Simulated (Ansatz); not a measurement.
Mulliken charges of `[BH2][AlH][S]C` from B3LYP/def2-TZVPP in Ansatz (PBE0-D4/def2-TZVP geometry).

```json
{"atom": "B1", "x (Å)": "-1.184", "y (Å)": "1.057", "z (Å)": "-1.117", "charge (e)": "-0.126"}
{"atom": "Al2", "x (Å)": "0.905", "y (Å)": "1.076", "z (Å)": "-0.747", "charge (e)": "0.286"}
{"atom": "S3", "x (Å)": "1.746", "y (Å)": "-0.383", "z (Å)": "0.639", "charge (e)": "-0.222"}
{"atom": "C4", "x (Å)": "0.286", "y (Å)": "-1.335", "z (Å)": "1.174", "charge (e)": "-0.286"}
{"atom": "H5", "x (Å)": "-1.677", "y (Å)": "0.423", "z (Å)": "-2.008", "charge (e)": "0.052"}
{"atom": "H6", "x (Å)": "-1.967", "y (Å)": "1.667", "z (Å)": "-0.444", "charge (e)": "0.052"}
{"atom": "H7", "x (Å)": "1.965", "y (Å)": "2.067", "z (Å)": "-1.391", "charge (e)": "-0.128"}
{"atom": "H8", "x (Å)": "-0.486", "y (Å)": "-0.685", "z (Å)": "1.585", "charge (e)": "0.121"}
{"atom": "H9", "x (Å)": "0.617", "y (Å)": "-2.016", "z (Å)": "1.958", "charge (e)": "0.126"}
{"atom": "H10", "x (Å)": "-0.123", "y (Å)": "-1.922", "z (Å)": "0.353", "charge (e)": "0.125"}
```

Question: By hand: the dipole of these point charges (1 e Å = 4.8032 D).

Answer: Σ q r = (-0.499, -0.092, -0.017) e Å, of length 0.508 e Å = 2.44 D.

Question: How does the dipole of the full density compare? (Estimate.)

Answer: Computed: (-0.356, -0.086, 0.008) e Å, 1.76 D; the point charges give 1.39 times that, at 4° from its direction.

Point charges leave out the atoms' own dipoles, such as those of lone pairs, and Mulliken's split depends on the basis, so the two needn't agree.

B3LYP here is the variant with VWN-RPA as its local correlation; programs differ in this.
